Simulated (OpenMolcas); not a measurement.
**Ir+: effect of the IPEA shift**

```yaml
Program: OpenMolcas
Basis: ANO-RCC-VTZP [8s7p5d3f1g]
Scalar_Hamiltonian: DKH2, point nucleus
Active_space: 8 electrons in 6 orbitals (5d 6s)
State_averaging: 2S+1 = 5 even, 15 roots; 2S+1 = 3 even, 75 roots kept (CI in the orbitals of an earlier block); 2S+1 = 1 even, 49 roots kept (CI in the orbitals of an earlier block)
Spin-orbit_coupling: RASSI with atomic mean-field integrals over the reference wave functions, term energies averaged over their components
```

Methods on the same reference wave functions:
A. CASSCF
B. MS-CASPT2, IPEA 0 Eh, imaginary shift 0.1 Eh (closed shells correlated: 5s 5p)
C. MS-CASPT2, IPEA 0.25 Eh, imaginary shift 0.1 Eh (closed shells correlated: 5s 5p)

Energies in cm⁻¹ above 5d⁷ 6s ⁵F₅, the measured ground level; measured values from NIST Handbook of Basic Atomic Spectroscopic Data.

```csv
Level,A,B,C,Measured
5d⁷ 6s ⁵F₅,0.0,0.0,0.0,0.0
5d⁷ 6s ⁵F₄ [51 %],5133,5070,5050,
5d⁷ 6s ⁵F₃,9060,8880,8910,8187
5d⁸ ³F₄ [54 %],12459,4100,4110,
5d⁷ 6s ³F₄(1) [57 %],15605,11590,12260,
5d⁷ 6s ⁵P₃,17273,13830,14290,12715
5d⁸ ³F₃ [73 %],20058,12510,12350,9928
5d⁷ 6s ³G₅ [68 %],20610,17480,18400,17478
5d⁷ 6s ³P₀(1),21291,14010,15480,
5d⁷ 6s ³F₃(1) [57 %],21979,17160,17990,
5d⁷ 6s ³H₆,26469,22900,23640,
5d⁷ 6s ³G₃,27025,23120,24290,
5d⁷ 6s ³H₅ [67 %],29325,25320,26100,
5d⁶ 6s² ⁵D₃,29693,22600,22390,
5d⁷ 6s ³D₃ [63 %],30935,26400,27440,
5d⁶ 6s² ⁵D₂ [65 %],33243,26030,26120,
```

Deviations, from unrounded energies. A percentage is the sum of absolute deviations over the sum of measured energies, with the sign that they share, or ± where signs differ.

| Against measurement | Levels | A | B | C |
| --- | --- | --- | --- | --- |
| mean absolute deviation (cm-1) | 4 | 4700 | 1100 | 1400 |
| fine structure of the ground term (%) | 1 | +10.7 | +8.5 | +8.8 |
| other terms of the ground configuration (%) | 2 | +25.5 | +3.7 | +8.3 |
| other configurations (%) | 1 | +102.0 | +26.0 | +24.4 |

B lies closest to measurement on these levels and A furthest from it. The largest miss of B in the table is 5d⁸ ³F₃ [73 %], by +2600 cm-1. The ranking rests on the paired levels alone, and a cruder setting can come out closer through cancelling errors.

Between B and C the level of the table that moves most is 5d⁷ 6s ³P₀(1), by 1500 cm-1 (lowest in B, highest in C). Moves below CASPT2's spread within the term are not significant.

The mean deviations of B to C differ by less than CASPT2's widest spread within a term (1300 cm-1), so their order carries little weight.

From A to B the spin-free energies of the other terms of 5d⁷ 6s shown, above ⁵F, scale by factors of 0.30 to 0.81.

The lowest spin-free term lies below A's lowest term by 0.452 hartree in B, 0.438 hartree in C.

CASPT2 breaks the degeneracy within a term, and the mean is taken; among the terms shown or strongly mixed into the levels shown the widest spread is 1300 cm-1 (5d⁷ 6s ⁵F, B). Terms from blocks run as CI alone lack orbitals of their own. Configurations are named by rounded mean occupations; where the s occupation lies near a half they are strongly mixed, a name can repeat and a true partner stay unpaired. A single d shell beside an s shell can misplace configurations of different d count against each other. The CASPT2 spread within a term exceeds the gap to the next term for 5d⁸ ³F and 5d⁷ 6s ³P(1), 5d⁷ 6s ⁵P and 5d⁷ 6s ¹G, 5d⁷ 6s ¹G and 5d⁷ 6s ³F(1) and others, so the order of their levels is uncertain, and so are names and mixing where such terms share a J (figures for B; the like holds for C). Without dynamic correlation excited terms often stand tens of per cent too high (terms of higher spin than the ground term too low), and those without a measured partner can miss by more than the paired ones (holds for A). Some levels mix across a computed gap that differs much from the measured one, so their mixing is not that of the real levels (holds for A; C). Blocks of more than 70 roots (2S+1 = 3 even) ran without multistate coupling (holds for B; C). Computed and measured levels are paired by configuration, term and J; levels that our copy of the source lacks, or whose pairing is in doubt (as where it misses far off the trend of its configuration), stay unpaired and out of the deviations. Only configurations of the active space appear. Levels that lie high or do not pair safely by name in every column are left out.

A share in square brackets marks a mixed level and gives the weight of the term that names it, the lowest over the columns. A number in round brackets counts repeated terms of one configuration in the order of the reference energies.
